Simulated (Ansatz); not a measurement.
Consider the ligand exchange at the Al–O bond: `C[CH2][AlH][OH]` + `C=N` → `C=[N][AlH][CH2]C` + H₂O.

Isolated molecules relaxed with PBE0-D4/def2-TZVP in Ansatz; ΔE leaves out vibrations. CCSD(T)/CBS is the MP2 limit (def2-TZVPP, def2-QZVPP) plus CCSD(T) − MP2 in def2-TZVPP, frozen cores. This one scheme is used for every species. DFT in def2-TZVPP. B3LYP here is the variant with VWN-RPA as its local correlation; programs differ in this. One conformer a species, not always the lowest.

Task: Is it downhill or uphill in electronic energy at CCSD(T)/CBS, and by how much? (Best estimate.)

Result: The calculation gave: Uphill: ΔE = +62.1 kJ/mol.

Task: What do these levels give: LDA (SPW92), PBE-D4, B97M-V, PBE0-D4, B3LYP-D4, ωB97M-V, BLYP, r2SCAN, BHLYP, CAM-B3LYP, MP2/def2-TZVPP, SCS-MP2/def2-TZVPP? (An estimate is asked.)

Result: The calculation gave: LDA (SPW92) 52.6, PBE-D4 55.1, B97M-V 60.3, PBE0-D4 56.8, B3LYP-D4 58.8, ωB97M-V 63.2, BLYP 60.7, r2SCAN 60.3, BHLYP 64.0, CAM-B3LYP 64.3, MP2/def2-TZVPP 62.8, SCS-MP2/def2-TZVPP 65.1 kJ/mol.

Largest T1 diagnostic among the species: 0.012.

From BLYP to BHLYP (50 % exact exchange), in def2-TZVPP and without D4, ΔE moves by +3.3 kJ/mol. Leaving LDA and LC-ωPBE aside and taking each functional with its dispersion term where it has one, the values, not all of them listed here, spread over 9.3 kJ/mol, from revPBE-D4 to ωB97X-V. LDA lies −4.3 kJ/mol from PBE without D4.
